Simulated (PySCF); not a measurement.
**`C=C(C)CC(C)(C)C`, C₈H₁₆**

Cartesian coordinates in Å; atom numbers follow the order of the lines, from 1:
```xyz
24

C     2.1072    1.3470   -0.0652
C     1.5378    0.1675   -0.3443
C     2.2574   -1.1260   -0.0921
C     0.1677    0.0756   -0.9715
C    -1.0483    0.0726   -0.0092
C    -1.1667    1.4183    0.7067
C    -2.3028   -0.1580   -0.8556
C    -0.9354   -1.0407    1.0335
H     1.6065    2.2925   -0.2913
H     3.0989    1.4061    0.3924
H     1.6543   -1.8181    0.5154
H     2.4547   -1.6426   -1.0472
H     3.2193   -0.9672    0.4155
H     0.1168   -0.8419   -1.5832
H     0.0316    0.9196   -1.6680
H    -2.0518    1.4298    1.3625
H    -0.2814    1.6207    1.3274
H    -1.2724    2.2448   -0.0145
H    -3.2091   -0.1425   -0.2298
H    -2.4116    0.6228   -1.6253
H    -2.2632   -1.1326   -1.3681
H    -0.0727   -0.8825    1.6985
H    -1.8383   -1.0686    1.6640
H    -0.8296   -2.0294    0.5586
```

Method: quadratic response CAM-B3LYP/aug-cc-pVDZ first hyperpolarisability, Taylor convention, gas phase (PySCF). Geometry: PBE0-D3(BJ)/def2-SVP.

Give the tensor of the second harmonic β(−2ω;ω,ω) at 1064 nm in the axes of these coordinates.

In au, Taylor convention; rows are the first index (the induced dipole):
```csv
,xx,yy,zz,xy,xz,yz
x,-40.2,+0.1,+14.2,-27.8,-28.1,+1.7
y,-29.3,+3.8,-8.7,-0.8,+2.3,+37.7
z,-29.1,+36.9,+8.7,+0.9,+14.7,-7.6
```
Norm of βᵢ = ⅓ Σⱼ (βᵢⱼⱼ + βⱼᵢⱼ + βⱼⱼᵢ): 45.3 au, hyper-Rayleigh value 35.5 au.
